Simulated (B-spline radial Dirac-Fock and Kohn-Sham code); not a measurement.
**X-ray emission lines of Dy¹⁷⁺**

System: dysprosium as Dy¹⁷⁺, [Kr] 4d10 4f3.

Calculated with a radial finite-basis atomic code, using ΔSCF Dirac-Fock with Breit, self-energy and vacuum polarisation, finite nucleus, configuration average. A line energy is the difference of two single-hole energies; the list is a selection of electric-dipole transitions between resolved j subshells. The model has no electron correlation.

| line | energy (keV) | wavelength (Å) |
| --- | --- | --- |
| Kβ2' (K-N3) | 53.511 | 0.23170 |
| Kβ2'' (K-N2) | 53.471 | 0.23187 |
| Kβ1 (K-M3) | 52.105 | 0.23795 |
| Kβ3 (K-M2) | 51.938 | 0.23872 |
| Kα1 (K-L3) | 45.995 | 0.26956 |
| Kα2 (K-L2) | 45.204 | 0.27428 |
| Lγ3 (L1-N3) | 8.7791 | 1.4123 |
| Lγ2 (L1-N2) | 8.7386 | 1.4188 |
| Lγ1 (L2-N4) | 8.4471 | 1.4678 |
| Lγ5 (L2-N1) | 8.1830 | 1.5151 |
| Lβ2 (L3-N5) | 7.6641 | 1.6177 |
| Lβ15 (L3-N4) | 7.6564 | 1.6193 |
